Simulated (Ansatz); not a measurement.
Geometry optimisation, RHF/def2-SVP in Ansatz.

The input (input.yaml):

```yaml
crystal:
  periodic: [false, false, false]
  atoms:
    - { symbol: Si, position_ang: [0.0, 0.0, 0.0] }
    - { symbol: F, position_ang: [0.0, 0.0, 1.94] }
    - { symbol: F, position_ang: [1.4994, 0.0, -0.5295] }
    - { symbol: H, position_ang: [-0.6877, 1.1914, -0.4862] }
    - { symbol: F, position_ang: [-0.7489, -1.2974, -0.5295] }
    - { symbol: Cl, position_ang: [-2.306, 0.0, 0.7662] }
    - { symbol: H, position_ang: [-1.1666, 0.0, 1.849] }
basis:
  gaussian: { orbitals: def2-SVP }
hamiltonian:
  xc: hf
relax:
  f_tol: 0.15
  max_steps: 25
  restrain:
    - { distance: [0, 5], at: 3.33, k: 30.0 }
    - { distance: [6, 1], at: 2.12, k: 30.0 }
    - { distance: [0, 1], at: 1.59, k: 30.0 }
    - { distance: [6, 5], at: 1.37, k: 30.0 }
```

Launched with:

```bash
$ ansatz run input.yaml --threads 1 --pin off --max-ram 2048MiB --backend cpu --events-out ev --progress --plain --runs-dir out
```

Q: Where does it end, and by what steps?

A: It converged. The restraints hold the end off the free minimum. After 7 steps the energy has fallen by 3.581 eV (the restraints' own energy left out); H7 moved furthest, 0.74 Å. Parted: Si1–Cl6 (2.43 → 3.34 Å).

```json
{"step": "0", "energy less start (eV)": "0.0000", "largest force component (eV/Å)": "3.040", "accepted": "yes"}
{"step": "1", "energy less start (eV)": "-1.1235", "largest force component (eV/Å)": "4.100", "accepted": "yes"}
{"step": "2", "energy less start (eV)": "-2.2318", "largest force component (eV/Å)": "5.918", "accepted": "yes"}
{"step": "3", "energy less start (eV)": "-3.1310", "largest force component (eV/Å)": "4.148", "accepted": "yes"}
{"step": "4", "energy less start (eV)": "-3.5033", "largest force component (eV/Å)": "1.253", "accepted": "yes"}
{"step": "5", "energy less start (eV)": "-3.5704", "largest force component (eV/Å)": "1.257", "accepted": "yes"}
{"step": "6", "energy less start (eV)": "-3.5736", "largest force component (eV/Å)": "1.276", "accepted": "yes"}
{"step": "7", "energy less start (eV)": "-3.5814", "largest force component (eV/Å)": "1.224", "accepted": "yes"}
```

```xyz
7
Properties=species:S:1:pos:R:3
Si 0.212 0.006 -0.101
F 0.179 -0.046 1.490
F 1.741 0.038 -0.515
H -0.470 1.163 -0.618
F -0.391 -1.356 -0.632
Cl -2.831 0.140 1.262
H -1.850 -0.050 2.123
```

Time of the run: 14 s on 1 thread of Arm Neoverse V1 (shared host), peak memory 0.16 GiB.
